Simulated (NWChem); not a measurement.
System: BiCl3; SMILES [Cl][Bi]([Cl])[Cl]

Input file for NWChem:

```
start job
memory heap 200 mb stack 900 mb global 1100 mb
geometry units angstroms noautoz
  Bi     0.000000     0.000000     0.392441
  Cl    -2.082762    -0.574043    -0.781581
  Cl     0.544245     2.090746    -0.781581
  Cl     1.538517    -1.516703    -0.781581
end
basis spherical
  * library def2-tzvp
end
ecp
  Bi library def2-ecp
end
dft
  xc pbe0
  iterations 150
  mulliken
end
task dft gradient
```

NWChem printed, in part:

```
             Northwest Computational Chemistry Package (NWChem) 7.3.0
             --------------------------------------------------------

 C3  symmetry detected

                             Geometry "geometry" -> ""
                             -------------------------

 Output coordinates in angstroms (scale by  1.889725989 to convert to a.u.)

  No.       Tag          Charge          X              Y              Z
 ---- ---------------- ---------- -------------- -------------- --------------
    1 Bi                  83.0000    -0.00000000     0.00000000     0.44682927
    2 Cl                  17.0000    -0.84554737     1.98808248    -0.72719273
    3 Cl                  17.0000     2.14450362    -0.26177574    -0.72719273
    4 Cl                  17.0000    -1.29895625    -1.72630674    -0.72719273

 Effective nuclear repulsion energy (a.u.)    1033.6211550631

      Symmetry information
      --------------------

 Group name             C3
 Group number              5
 Group order               3
 No. of unique centers     2

                                 NWChem DFT Module
                                 -----------------

 Summary of "ao basis" -> "ao basis" (spherical)
 ------------------------------------------------------------------------------
       Tag                 Description            Shells   Functions and Types
 ---------------- ------------------------------  ------  ---------------------
 Bi                        def2-tzvp                16       50   6s5p3d2f
 Cl                        def2-tzvp                13       37   5s5p2d1f

      Symmetry analysis of basis
      --------------------------

        a          57
        e+         52
        e-         52

  Rotation of axis

            General Information
            -------------------
          SCF calculation type: DFT
          Wavefunction type:  closed shell.
          No. of atoms     :     4
          No. of electrons :    74
           Alpha electrons :    37
            Beta electrons :    37
          Charge           :     0
          Spin multiplicity:     1
          Use of symmetry is: on ; symmetry adaption is: on
          Maximum number of iterations: 150
          AO basis - number of functions:   161
                     number of shells:    55
          Convergence on energy requested:  1.00D-06
          Convergence on density requested:  1.00D-05
          Convergence on gradient requested:  5.00D-04

              XC Information
              --------------
                         PBE0 Method XC Functional
                     Hartree-Fock (Exact) Exchange  0.250
          PerdewBurkeErnzerhof Exchange Functional  0.750
            Perdew 1991 LDA Correlation Functional  1.000 local
           PerdewBurkeErnz. Correlation Functional  1.000 non-local

             Grid Information
             ----------------
          Grid used for XC integration:  medium
          Radial quadrature: Mura-Knowles
          Angular quadrature: Lebedev.
          Tag              B.-S. Rad. Rad. Pts. Rad. Cut. Ang. Pts.
          ---              ---------- --------- --------- ---------
          Bi                  1.60      123           8.0       590
          Cl                  1.00       88          10.0       590
          Grid pruning is: on
          Number of quadrature shells:   211
          Spatial weights used:  Erf1

      Superposition of Atomic Density Guess
      -------------------------------------

 Sum of atomic energies:       -1623.85772652

      Non-variational initial energy
      ------------------------------

 Total energy =   -1592.174405
 1-e energy   =   -3026.923948
 2-e energy   =    1059.691649
 HOMO         =      -0.342664
 LUMO         =      -0.022255

      Symmetry analysis of molecular orbitals - initial
      -------------------------------------------------

  Numbering of irreducible representations:

     1 a           2 e+          3 e-

  Orbital symmetries:

     1 a           2 e+          3 e+          4 a           5 e+
     6 e+          7 a           8 e+          9 e+         10 a
    11 e+         12 e+         13 e+         14 e+         15 a
    16 a          17 e+         18 e+         19 a          20 e+
    21 e+         22 a          23 e+         24 e+         25 a
    26 e+         27 e+         28 a          29 e+         30 e+
    31 a          32 e+         33 e+         34 e+         35 e+
    36 a          37 a          38 a          39 e+         40 e+
    41 a          42 e+         43 e+         44 a          45 e+
    46 e+         47 e+

     ---------------------------------------------
      Total Density - Mulliken Population Analysis
     ---------------------------------------------

    Atom       Charge   Shell Charges
 -----------   ------   -------------------------------------------------------
    1 Bi  23    21.24   0.07 -0.62  1.80  0.78  1.11  0.79 -0.67  6.58  0.43  0.65  0.15  9.08  0.92  0.12  0.05  0.00
    2 Cl  17    17.59   2.01  0.45  1.52  1.12  0.87  4.19  1.69  1.12  3.00  1.62  0.00  0.01  0.00
    3 Cl  17    17.59   2.01  0.45  1.52  1.12  0.87  4.19  1.69  1.12  3.00  1.62  0.00  0.01  0.00
    4 Cl  17    17.59   2.01  0.45  1.52  1.12  0.87  4.19  1.69  1.12  3.00  1.62  0.00  0.01  0.00

   convergence    iter        energy       DeltaE   RMS-Dens  Diis-err
 ---------------- ----- ----------------- --------- --------- ---------
 d= 0,ls=0.0,diis     1  -1594.8433486632 -1.97D+03  1.39D-02  1.59D+00
 d= 0,ls=0.0,diis     2  -1594.6678581339  1.75D-01  8.66D-03  2.02D+00
 d= 0,ls=0.0,diis     3  -1594.9389125223 -2.71D-01  1.93D-03  1.68D-01
 d= 0,ls=0.0,diis     4  -1594.9617633483 -2.29D-02  2.93D-04  2.29D-03
 d= 0,ls=0.0,diis     5  -1594.9619291837 -1.66D-04  1.06D-04  4.91D-04
  Resetting Diis
 d= 0,ls=0.0,diis     6  -1594.9619692609 -4.01D-05  2.36D-05  2.94D-05
 d= 0,ls=0.0,diis     7  -1594.9619726175 -3.36D-06  6.69D-06  6.37D-07
 d= 0,ls=0.0,diis     8  -1594.9619726231 -5.65D-09  4.20D-06  6.10D-07

         Total DFT energy =    -1594.961972623130
      One electron energy =    -3028.140853682038
           Coulomb energy =     1159.652322731853
    Exchange-Corr. energy =     -101.531334962501
 Nuclear repulsion energy =      375.057893289556

 Numeric. integr. density =       74.000000849942

                  Occupations of the irreducible representations
                  ----------------------------------------------

                     irrep           alpha         beta
                     --------     --------     --------
                     a                13.0         13.0
                     e+               24.0         24.0
                     e-                0.0          0.0

                       DFT Final Molecular Orbital Analysis
                       ------------------------------------

 Vector   35  Occ=2.000000D+00  E=-3.371756D-01  Symmetry=e+
              MO Center= -5.6D-01,  3.3D-01, -6.8D-01, r^2= 5.4D+00
   Bfn.  Coefficient  Atom+Function         Bfn.  Coefficient  Atom+Function
  ----- ------------  ---------------      ----- ------------  ---------------
    66      0.291232  2 Cl py               140      0.261975  4 Cl py
    67      0.255307  2 Cl pz               103      0.201582  3 Cl py
   141     -0.200771  4 Cl pz                69      0.186051  2 Cl py
    70      0.170017  2 Cl pz               143      0.166647  4 Cl py
    63      0.133284  2 Cl py               144     -0.133700  4 Cl pz

 Vector   36  Occ=2.000000D+00  E=-3.337915D-01  Symmetry=a
              MO Center= -1.8D-13, -1.4D-13, -7.0D-01, r^2= 5.8D+00
   Bfn.  Coefficient  Atom+Function         Bfn.  Coefficient  Atom+Function
  ----- ------------  ---------------      ----- ------------  ---------------
   103     -0.319764  3 Cl py                65      0.296440  2 Cl px
   139     -0.257407  4 Cl px               106     -0.211631  3 Cl py
    68      0.196194  2 Cl px               140      0.193685  4 Cl py
   142     -0.170361  4 Cl px               100     -0.147603  3 Cl py
    62      0.136837  2 Cl px               143      0.128188  4 Cl py

 Vector   37  Occ=2.000000D+00  E=-3.237397D-01  Symmetry=a
              MO Center= -8.3D-15,  2.3D-14, -4.1D-01, r^2= 5.6D+00
   Bfn.  Coefficient  Atom+Function         Bfn.  Coefficient  Atom+Function
  ----- ------------  ---------------      ----- ------------  ---------------
     5      0.293807  1 Bi s                 67     -0.281864  2 Cl pz
   104     -0.281864  3 Cl pz               141     -0.281864  4 Cl pz
     6      0.260337  1 Bi s                  3     -0.253709  1 Bi s
    70     -0.193133  2 Cl pz               107     -0.193133  3 Cl pz
   144     -0.193133  4 Cl pz                12     -0.177541  1 Bi pz

 Vector   38  Occ=0.000000D+00  E=-9.153945D-02  Symmetry=a
              MO Center= -1.3D-14, -1.5D-14,  1.6D-01, r^2= 4.9D+00
   Bfn.  Coefficient  Atom+Function         Bfn.  Coefficient  Atom+Function
  ----- ------------  ---------------      ----- ------------  ---------------
     5      0.537971  1 Bi s                 18     -0.527152  1 Bi pz
    21     -0.398521  1 Bi pz                12      0.380088  1 Bi pz
    15     -0.282049  1 Bi pz                 3     -0.275279  1 Bi s
   105      0.237889  3 Cl px                69      0.220538  2 Cl py
   102      0.191639  3 Cl px               143     -0.191499  4 Cl py

 Vector   39  Occ=0.000000D+00  E=-7.932606D-02  Symmetry=e+
              MO Center= -5.4D-02,  2.8D-02,  3.5D-01, r^2= 4.6D+00
   Bfn.  Coefficient  Atom+Function         Bfn.  Coefficient  Atom+Function
  ----- ------------  ---------------      ----- ------------  ---------------
    17      0.559681  1 Bi py                20      0.434768  1 Bi py
    11     -0.410537  1 Bi py                14      0.309236  1 Bi py
    55     -0.225193  2 Cl s                129      0.182911  4 Cl s
    70     -0.170709  2 Cl pz               142      0.158167  4 Cl px
    67     -0.153149  2 Cl pz               106     -0.139801  3 Cl py

 Vector   40  Occ=0.000000D+00  E=-7.932606D-02  Symmetry=e+
              MO Center=  5.4D-02, -2.8D-02,  3.5D-01, r^2= 4.6D+00
   Bfn.  Coefficient  Atom+Function         Bfn.  Coefficient  Atom+Function
  ----- ------------  ---------------      ----- ------------  ---------------
    16      0.559681  1 Bi px                19      0.434768  1 Bi px
    10     -0.410537  1 Bi px                13      0.309236  1 Bi px
    92     -0.235619  3 Cl s                107     -0.178612  3 Cl pz
   105      0.172056  3 Cl px               104     -0.160240  3 Cl pz
   143      0.159978  4 Cl py               129      0.154426  4 Cl s

     ---------------------------------------------
      Total Density - Mulliken Population Analysis
     ---------------------------------------------

    Atom       Charge   Shell Charges
 -----------   ------   -------------------------------------------------------
    1 Bi  23    21.97   0.07 -0.64  1.89  0.72  1.32  0.53 -0.69  6.63  0.65  1.05  0.12  9.02  1.01  0.19  0.09  0.00
    2 Cl  17    17.34   2.01  0.43  1.52  1.13  0.86  4.19  1.67  1.10  2.84  1.56  0.00  0.02  0.00
    3 Cl  17    17.34   2.01  0.43  1.52  1.13  0.86  4.19  1.67  1.10  2.84  1.56  0.00  0.02  0.00
    4 Cl  17    17.34   2.01  0.43  1.52  1.13  0.86  4.19  1.67  1.10  2.84  1.56  0.00  0.02  0.00

     -------------------------------------------
      Total Density - Lowdin Population Analysis
     -------------------------------------------

    Atom       Charge   Shell Charges
 -----------   ------   -------------------------------------------------------
    1 Bi  23    22.68   0.01  0.01  1.02  0.96  0.97  0.75  0.04  5.27  1.17  1.10  0.56  8.30  1.62  0.69  0.21  0.00
    2 Cl  17    17.11   1.98  0.84  1.14  0.96  0.86  3.93  1.90  1.25  2.52  1.68  0.00  0.04  0.00
    3 Cl  17    17.11   1.98  0.84  1.14  0.96  0.86  3.93  1.90  1.25  2.52  1.68  0.00  0.04  0.00
    4 Cl  17    17.11   1.98  0.84  1.14  0.96  0.86  3.93  1.90  1.25  2.52  1.68  0.00  0.04  0.00

     Multipole analysis of the density
     ---------------------------------

     L   x y z        total         alpha         beta         nuclear
     -   - - -        -----         -----         ----         -------
     0   0 0 0      0.000000    -37.000000    -37.000000     74.000000

     1   1 0 0      0.000000      0.000000      0.000000     -0.000000
     1   0 1 0      0.000000      0.000000      0.000000      0.000000
     1   0 0 1      1.578637     26.120865     26.120865    -50.663093

     2   2 0 0    -52.920857   -238.973160   -238.973160    425.025463
     2   1 1 0      0.000000      0.000000      0.000000     -0.000000
     2   1 0 1     -0.000000     -0.000000     -0.000000      0.000000
     2   0 2 0    -52.920857   -238.973160   -238.973160    425.025463
     2   0 1 1     -0.000000     -0.000000     -0.000000     -0.000000
     2   0 0 2    -47.785642    -80.246661    -80.246661    112.707681

            General Information
            -------------------
          SCF calculation type: DFT
          Wavefunction type:  closed shell.
          No. of atoms     :     4
          No. of electrons :    74
           Alpha electrons :    37
            Beta electrons :    37
          Charge           :     0
          Spin multiplicity:     1
          Use of symmetry is: on ; symmetry adaption is: on
          Maximum number of iterations: 150
          AO basis - number of functions:   161
                     number of shells:    55
          Convergence on energy requested:  1.00D-06
          Convergence on density requested:  1.00D-05
          Convergence on gradient requested:  5.00D-04

              XC Information
              --------------
                         PBE0 Method XC Functional
                     Hartree-Fock (Exact) Exchange  0.250
          PerdewBurkeErnzerhof Exchange Functional  0.750
            Perdew 1991 LDA Correlation Functional  1.000 local
           PerdewBurkeErnz. Correlation Functional  1.000 non-local

             Grid Information
             ----------------
          Grid used for XC integration:  medium
          Radial quadrature: Mura-Knowles
          Angular quadrature: Lebedev.
          Tag              B.-S. Rad. Rad. Pts. Rad. Cut. Ang. Pts.
          ---              ---------- --------- --------- ---------
          Bi                  1.60      123           8.0       590
          Cl                  1.00       88          10.0       590
          Grid pruning is: on
          Number of quadrature shells:   211
          Spatial weights used:  Erf1

          Convergence Information
          -----------------------
          Convergence aids based upon iterative change in
          total energy or number of iterations.
          Levelshifting, if invoked, occurs when the
          HOMO/LUMO gap drops below (HL_TOL):  1.00D-02
          DIIS, if invoked, will attempt to extrapolate
          using up to (NFOCK): 10 stored Fock matrices.

                    Damping( 0%)  Levelshifting(0.5)       DIIS
                  --------------- ------------------- ---------------
          dE  on:    start            ASAP                start
          dE off:    2 iters        150 iters           150 iters

                            NWChem DFT Gradient Module
                            --------------------------

[...]

                         DFT ENERGY GRADIENTS

    atom               coordinates                        gradient
                 x          y          z           x          y          z
   1 Bi     -0.000000   0.000000   0.844385   -0.000000   0.000000   0.010932
   2 Cl     -1.597853   3.756931  -1.374195   -0.003043   0.007155  -0.003644
   3 Cl      4.052524  -0.494684  -1.374195    0.007718  -0.000942  -0.003644
   4 Cl     -2.454671  -3.262247  -1.374195   -0.004674  -0.006213  -0.003644
```

Level: PBE0/def2-TZVP with def2 effective core potentials on Bi. All runs use the structure optimised with PBE0/def2-SVP. def2 effective core potentials on Bi; no spin-orbit coupling.
